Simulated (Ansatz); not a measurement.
Calculated with Ansatz (gas phase, PBE0-D4/def2-TZVP geometries, no zero-point term in ΔE). CCSD(T)/CBS is the MP2 limit (def2-TZVPP, def2-QZVPP) plus CCSD(T) − MP2 in def2-TZVPP, frozen cores. This one scheme is used for every species. DFT in def2-TZVPP. B3LYP here is the variant with VWN-RPA as its local correlation; programs differ in this. One conformer a species, not always the lowest.

`C[O][AlH][SH]` + `NCF` → `FC[NH][AlH][SH]` + CH₃OH  (ligand exchange at the Al–O bond)

Q: Is it downhill or uphill in electronic energy at CCSD(T)/CBS, and by how much? (An estimate is asked.)

A: Ansatz gave: Uphill: ΔE = +0.50 eV.

Q: What do these levels give: B3LYP-D4, ωB97X-V, B2PLYP, PBE, r2SCAN, PBE0, HF/def2-TZVPP, MP2/def2-TZVPP, SCS-MP2/def2-TZVPP, CCSD/def2-TZVPP, CCSD(T)/def2-TZVPP, SCS-MP2/def2-QZVPP? (Estimate.)

A: The calculation gave: B3LYP-D4 0.55, ωB97X-V 0.52, B2PLYP 0.55, PBE 0.50, r2SCAN 0.54, PBE0 0.50, HF/def2-TZVPP 0.57, MP2/def2-TZVPP 0.51, SCS-MP2/def2-TZVPP 0.52, CCSD/def2-TZVPP 0.51, CCSD(T)/def2-TZVPP 0.50, SCS-MP2/def2-QZVPP 0.52 eV.

Largest T1 diagnostic among the species: 0.012.

In def2-TZVPP, CCSD(T) changes the Hartree–Fock value by −0.07 eV (the triples alone add −0.01 eV) and MP2 by −0.06 eV.
